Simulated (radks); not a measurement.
All-electron atom: Sc+ in [Ar] 3d2 (not the ground configuration). Method: Dirac Kohn-Sham, LDA (Slater exchange, Perdew-Wang correlation), spin-unpolarised, spherical densities, finite nucleus; open shells fill j = l - 1/2 first; Fermi nuclear charge, rms radius 3.5459 fm; computed with a radial shooting solver on a logarithmic mesh with Libxc functionals.

X-ray form factor f0, the Fourier transform of the density (f0(0) = 20):

| sin(theta)/lambda (1/angstrom) | f0 (electrons) |
|---|---|
| 0.05 | 19.573 |
| 0.1 | 18.462 |
| 0.15 | 16.990 |
| 0.2 | 15.408 |
| 0.25 | 13.867 |
| 0.3 | 12.457 |
| 0.4 | 10.195 |
| 0.5 | 8.669 |
| 0.6 | 7.678 |
| 0.8 | 6.449 |
| 1 | 5.476 |
| 1.25 | 4.322 |
| 1.5 | 3.337 |
| 2 | 2.092 |
